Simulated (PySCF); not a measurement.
**How methods differ on the excitation energy of Cd**

Cd [Kr] 4d10 5s2 (1S) → Cd [Kr] 4d9 5s2 6s1 (3D), as a difference of total energies. Computed with PySCF 2.14 in x2c-TZVPPall with one added diffuse shell each of s, p, d, f type (9s7p7d3f1g, 95 functions), with scalar relativity by spin-free X2C-1e. Correlated levels: valence: [Kr] frozen; valence and next inner shell: [Ar] 3d10 frozen. The calculations carry no spin-orbit coupling.

```json
{"method": "UHF", "excitation energy (eV)": "13.754"}
{"method": "LDA", "excitation energy (eV)": "15.365"}
{"method": "PBE", "excitation energy (eV)": "15.008"}
{"method": "PBE0", "excitation energy (eV)": "14.934"}
{"method": "r2SCAN", "excitation energy (eV)": "15.139"}
{"method": "TPSSh", "excitation energy (eV)": "14.928"}
{"method": "BP86", "excitation energy (eV)": "15.089"}
{"method": "wB97M-V", "excitation energy (eV)": "15.036"}
{"method": "BHandHLYP", "excitation energy (eV)": "14.805"}
{"method": "MP2 (valence)", "excitation energy (eV)": "15.431"}
{"method": "SCS-MP2 (valence)", "excitation energy (eV)": "15.247"}
{"method": "MP2 (valence and next inner shell)", "excitation energy (eV)": "15.269"}
{"method": "SCS-MP2 (valence and next inner shell)", "excitation energy (eV)": "15.057"}
```

Question: How much does correlation contribute at MP2 (valence and next inner shell)?

Answer: 15.269 − (13.754) = 1.515 eV, measured against UHF.

A first-order spin-orbit estimate (lowest level to lowest level, LS coupling) adds -0.295 eV.

The upper state lies above the first ionisation limit, where it may autoionise and the basis confines it. A Rydberg-like electron needs more diffuse functions than a valence basis has.

The promoted electron is Rydberg-like, and one or two diffuse shells describe it only roughly, which tends to raise the upper state.
